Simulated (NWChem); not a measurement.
Everything below was run with NWChem. System: H$_{3}$BrGe, charge 0, spin multiplicity 1, at a geometry optimised with PBE/def2-SVP. The structure started from a generated list of species. Level: MP2/def2-TZVP, 18 core orbitals frozen.

NWChem printed:

```
             Northwest Computational Chemistry Package (NWChem) 7.3.0
             --------------------------------------------------------

                                NWChem Input Module
                                -------------------

 Scaling coordinates for geometry "geometry" by  1.889725989
 (inverse scale =  0.529177249)

 Turning off AUTOSYM since
 SYMMETRY directive was detected!

                             Geometry "geometry" -> ""
                             -------------------------

 Output coordinates in angstroms (scale by  1.889725989 to convert to a.u.)

  No.       Tag          Charge          X              Y              Z
 ---- ---------------- ---------- -------------- -------------- --------------
    1 Ge                  32.0000     1.14518400     0.03075100     0.00000000
    2 Br                  35.0000    -1.18513000    -0.03182300     0.00000000
    3 H                    1.0000     1.59140500     0.78064200     1.27764200
    4 H                    1.0000     1.59140500     0.78064200    -1.27764200
    5 H                    1.0000     1.65084000    -1.43148500     0.00000000

 Effective nuclear repulsion energy (a.u.)     305.2673279099

            Nuclear Dipole moment (a.u.)
            ----------------------------
        X                 Y               Z
 ---------------- ---------------- ----------------
    -0.0000226767     0.0000491329     0.0000000000

      Symmetry information
      --------------------

 Group name             Cs
 Group number              2
 Group order               2
 No. of unique centers     4

      Symmetry unique atoms

     1    2    3    5


 Summary of "ao basis" -> "" (spherical)
 ------------------------------------------------------------------------------
       Tag                 Description            Shells   Functions and Types
 ---------------- ------------------------------  ------  ---------------------
 *                         def2-tzvp                  on all atoms

 Summary of "ao basis" -> "ao basis" (spherical)
 ------------------------------------------------------------------------------
       Tag                 Description            Shells   Functions and Types
 ---------------- ------------------------------  ------  ---------------------
 Ge                        def2-tzvp                16       48   6s5p4d1f
 Br                        def2-tzvp                16       48   6s5p4d1f
 H                         def2-tzvp                 4        6   3s1p
[...]
    1 Ge  32    31.65   2.00  2.00  1.16  0.80  0.78  0.51  5.98  4.43  1.57  1.36  0.77  8.92  1.09  0.08  0.16  0.03
    2 Br  35    35.38   2.00  2.00  1.16  0.78  0.98  1.02  6.00  5.94  1.24  2.88  1.35  8.98  1.02 -0.01  0.04  0.00
    3 H    1     0.99   0.23  0.57  0.18  0.01
    4 H    1     0.99   0.23  0.57  0.18  0.01
    5 H    1     0.99   0.23  0.57  0.18  0.01

       Multipole analysis of the density wrt the origin
       ------------------------------------------------

     L   x y z        total         open         nuclear
     -   - - -        -----         ----         -------
     0   0 0 0     -0.000000      0.000000     70.000000

     1   1 0 0      0.842613      0.000000     -0.000023
     1   0 1 0      0.022626      0.000000      0.000049
     1   0 0 1     -0.000000      0.000000      0.000000

     2   2 0 0    -27.528003      0.000000    353.233098
     2   1 1 0      0.032541      0.000000      9.171864
     2   1 0 1      0.000000      0.000000      0.000000
     2   0 2 0    -28.738966      0.000000     11.904706
     2   0 1 1     -0.000000      0.000000      0.000000
     2   0 0 2    -28.739836      0.000000     11.658590

                   NWChem MP2 Semi-direct Energy/Gradient Module
                   ---------------------------------------------

  Basis functions       =    114
  Molecular orbitals    =    114
  Frozen core           =     18
  Frozen virtuals       =      0
  Active alpha occupied =     17
  Active beta occupied  =     17
  Active alpha virtual  =     79
  Active beta virtual   =     79
  Use MO symmetry       = T
  Use skeleton AO sym   = T

  AO/Fock/Back tols     =   1.0D-09  1.0D-09  1.0D-09

 GA uses MA = F    GA memory limited = T

 Available:
  local mem=  1.15D+08
 global mem=  1.31D+08
 local disk=  0.00D+00
  mp2_memr nvloc                    79
  nvloc new                    79
   1 passes of  17:        5242880                      93634                  28848714.
   1 passes of  17: M    114678840           G      131046008           F     109435960.

 Semi-direct pass number   1 of   1  for RHF alpha+beta  at        5.3s
  vrange nnbf                  6313
  mp2_eaftype                   110  avail_ma_in_mb                   999
 EAF : mp2_eaftype filesize         110   14424357.
  mp2_eaf for mointskh                    110
Node 0 wrote     67.8 Mb in      0.0 s     Agg I/O rate:  2215.7 Mb/s
 Done moints_semi at       17.6s
  mp2_eaftype                   110  avail_ma_in_mb                   889
 EAF : mp2_eaftype filesize         110   14424357.
  mp2_eaf for kh                   110
 Done maket at       18.1s
 Done multipass loop at       18.1s

          -------------------------------------------
          SCF energy               -4649.567713142132
          Correlation energy          -0.528033100304
          Singlet pairs               -0.299164760691
          Triplet pairs               -0.228868339613
          Total MP2 energy         -4650.095746242435
          -------------------------------------------

          ---------------------------------------------------
                    Spin Component Scaled (SCS) MP2
          Same spin pairs                     -0.152578893075
          Same spin scaling factor             0.333333333333
          Opposite spin pairs                 -0.375454207228
          Opposite spin scaling fact.          1.200000000000
          SCS-MP2 correlation energy          -0.501404679699
          Total SCS-MP2 energy             -4650.069117821830
          ---------------------------------------------------

 -----------------------
 Performance information
 -----------------------

 Timer overhead =  2.46D-07 seconds/call

               Nr. of calls         CPU time (s)                 Wall time (s)                GFlops
             ---------------    -------------------     ------------------------------   -------------------
Name         Min   Avg   Max    Min     Avg     Max     Min     Avg     Max   Mx/calls   Min     Max     Sum
mp2: moin     1     1     1    12.     12.     12.      12.     12.     12.     12.      0.0     0.0     0.0
mp2: make     1     1     1   0.47    0.47    0.47     0.47    0.47    0.47    0.47      0.0     0.0     0.0
mp2: tota     1     1     1    13.     13.     13.      13.     13.     13.     13.      0.0     0.0     0.0

 The average no. of pstat calls per process was 3.00D+00
 with a timing overhead of 7.37D-07s

 Task  times  cpu:       18.1s     wall:       18.1s

 Total times  cpu:       18.1s     wall:       18.1s
```

Write an NWChem input that would produce this output.

Several could match; the one computed here: 
```
start mol
memory heap 200 mb stack 800 mb global 1000 mb
geometry units angstroms nocenter noautoz
  Ge     1.145184     0.030751     0.000000
  Br    -1.185130    -0.031823     0.000000
  H      1.591405     0.780642     1.277642
  H      1.591405     0.780642    -1.277642
  H      1.650840    -1.431485     0.000000
  symmetry group Cs
end
basis spherical
  * library def2-tzvp
end
scf
  rhf
  nopen 0
  maxiter 100
  thresh 1e-7
  semidirect memsize 60000000 filesize 0
end
mp2
  freeze core 18
end
task mp2 energy
```
